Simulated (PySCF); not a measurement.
Spin-rotation constants: `BNB(Cl)CC(=C)C`, C4H10B2ClN

Cartesian coordinates in Å; atom numbers follow the order of the lines, from 1:
```xyz
18

B     2.9291   -0.4152    0.3883
N     1.6378   -0.0327   -0.0307
B     1.0508    0.0136   -1.3215
Cl    1.9645   -0.4290   -2.7071
C    -0.4586    0.5130   -1.4998
C    -1.2897    0.3162   -0.2623
C    -1.4807    1.2770    0.6293
C    -1.8364   -1.0673   -0.0824
H     3.7084   -0.7800   -0.4011
H     3.1856   -0.3601    1.5288
H     1.0044    0.2650    0.7031
H    -0.4318    1.5771   -1.7521
H    -0.9350    0.0095   -2.3434
H    -1.0860    2.2697    0.4910
H    -2.0530    1.1149    1.5270
H    -2.3464   -1.1701    0.8718
H    -2.5424   -1.2977   -0.8796
H    -1.0293   -1.7976   -0.1357
```

Theory: PySCF, GIAO KT2/6-31G* magnetisability, rotational g tensor and spin-rotation constants, non-relativistic, gas phase. Geometry: GFN2-xTB.

**Question.** Give the nuclear spin-rotation constants along the inertial axes (H = +C I·J) beside the isotropic shieldings.

**Answer.** Rotational constants 2.4556, 1.0217, 0.8490 GHz. A star marks the isotopologue with that one atom substituted, in its own axes.
| atom | isotope | Caa (kHz) | Cbb (kHz) | Ccc (kHz) | mean (kHz) | σ (ppm) |
| --- | --- | --- | --- | --- | --- | --- |
| B1 | 11B | 0.754 | 0.328 | 0.117 | 0.400 | 73.3 |
| N2 | 14N | 0.356 | 0.110 | 0.027 | 0.164 | 110.7 |
| B3 | 11B | 0.711 | 0.321 | 0.142 | 0.392 | 71.2 |
| Cl4 | 35Cl | 0.431 | 0.320 | 0.063 | 0.271 | 829.9 |
| H9 | 1H | 0.162 | -0.076 | -0.079 | 0.002 | 26.4 |
| H10 | 1H | -0.202 | 0.071 | -0.084 | -0.072 | 27.0 |
| H11 | 1H | 0.154 | -0.070 | -0.098 | -0.005 | 24.9 |
| H12 | 1H | -0.275 | -0.118 | 0.030 | -0.121 | 30.0 |
| H13 | 1H | -0.286 | 0.025 | -0.085 | -0.115 | 30.2 |
| H14 | 1H | -0.234 | -0.116 | 0.052 | -0.099 | 27.8 |
| H15 | 1H | 0.054 | -0.079 | -0.074 | -0.033 | 27.6 |
| H16 | 1H | -0.045 | -0.081 | -0.086 | -0.070 | 30.7 |
| H17 | 1H | -0.274 | 0.020 | -0.090 | -0.114 | 30.6 |
| H18 | 1H | -0.075 | -0.115 | -0.049 | -0.080 | 30.7 |
| C5 | 13C* | 0.346 | 0.176 | 0.139 | 0.220 | 158.3 |
| C6 | 13C* | 0.787 | 0.203 | 0.325 | 0.438 | 64.8 |
| C7 | 13C* | 0.673 | 0.185 | 0.259 | 0.372 | 95.2 |
| C8 | 13C* | 0.366 | 0.157 | 0.103 | 0.209 | 169.0 |

For the geometry as given, no vibrational averaging.
